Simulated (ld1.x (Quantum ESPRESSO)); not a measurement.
Zn, TM: configuration errors across variants

* Element: Zn
* Generator: ld1.x (Quantum ESPRESSO) 7.5
* Type: norm-conserving Troullier–Martins (Kleinman–Bylander form)
* Functional: PBEsol
* Relativity: scalar-relativistic
* Frozen core: [Ne] 3s2
* Valence charge: 18
* Reference configuration: 3p6 3d10 4s2 4p0
* Partial waves: 4s (bound): rc 2.00 bohr; 3p (bound): rc 0.65 bohr; 3d (bound): rc 0.90 bohr
* Local potential: all-electron potential smoothed inside 0.80 bohr (lloc = -2)
* Core correction: a·sin(br)/r model core, default radius (core density twice the valence density)

All-electron excitation energies from the reference (eV): (1) 3p6 3d10 4s1 4p0 9.899; (2) 3p6 3d10 4s0 4p0 28.248; (3) 3p6 3d9 4s0 4p0 68.757; (4) 3p5 3d10 4s2 4p0 91.891; (5) 3p6 3d10 4s0 4p2 10.603; (6) 3p6 3d8 4s0 4p0 130.538; (7) 3p6 3d9 4s2 4p1 12.283.

Tests that are not counted but printed errors over 1 eV. “all radii but the core radius scaled by about 1.27 (s 2.54, p 0.82, d 1.14 bohr); local potential all-electron potential smoothed inside 1.02 bohr (lloc = -2)”: 3p5 3d10 4s2 4p0 (solver errors, printed error -19.3 eV); 3p6 3d9 4s2 4p1 (solver errors, printed error -28.3 eV).

A true bound ghost makes a file unfit for plane-wave use even where its test errors are small: the radial tests pick states by their node count and pass the ghost by. Where a test does run into it, the solver fails or the error is huge.

Errors AE − PS in meV (a dash: test not solved or not reliable):

| change | (1) | (2) | (3) | (4) | (5) | (6) | (7) | bound ghosts |
| --- | --- | --- | --- | --- | --- | --- | --- | --- |
| base | -7.1 | -46 | +29 | -72 | -20 | +62 | -33 | s |
| all radii but the core radius scaled by about 0.74 (s 1.48, p 0.48, d 0.66 bohr); local potential all-electron potential smoothed inside 0.60 bohr (lloc = -2) | -5.2 | -37 | +23 | +1.2 | +4.2 | +42 | +8.9 | s |
| all radii but the core radius scaled by about 0.83 (s 1.66, p 0.54, d 0.74 bohr); local potential all-electron potential smoothed inside 0.66 bohr (lloc = -2) | -6.7 | -46 | +37 | -32 | -7.7 | +86 | -10 | s |
| all radii but the core radius scaled by about 1.11 (s 2.22, p 0.72, d 1.00 bohr); local potential all-electron potential smoothed inside 0.88 bohr (lloc = -2) | -7.1 | -45 | -17 | -102 | -40 | -49 | -54 | s |
| all radii but the core radius scaled by about 1.19 (s 2.38, p 0.78, d 1.08 bohr); local potential all-electron potential smoothed inside 0.96 bohr (lloc = -2) | -8.4 | -50 | -82 | -169 | -65 | -191 | -92 | s |
| all radii but the core radius scaled by about 1.27 (s 2.54, p 0.82, d 1.14 bohr); local potential all-electron potential smoothed inside 1.02 bohr (lloc = -2) | -15 | -56 | -144 | – | -101 | -327 | – | s |
| all radii but the core radius scaled by about 1.39 (s 2.78, p 0.90, d 1.26 bohr); local potential all-electron potential smoothed inside 1.12 bohr (lloc = -2) | +0.8 | -83 | -313 | +961 | -180 | -665 | +426 | none |

(1) Give the same row for: all radii but the core radius scaled by about 0.94 (s 1.88, p 0.62, d 0.84 bohr); local potential all-electron potential smoothed inside 0.76 bohr (lloc = -2).

## Answers

(1) -7.3, -48, +40, -62, -8.7, +94, -23; bound ghosts: s.
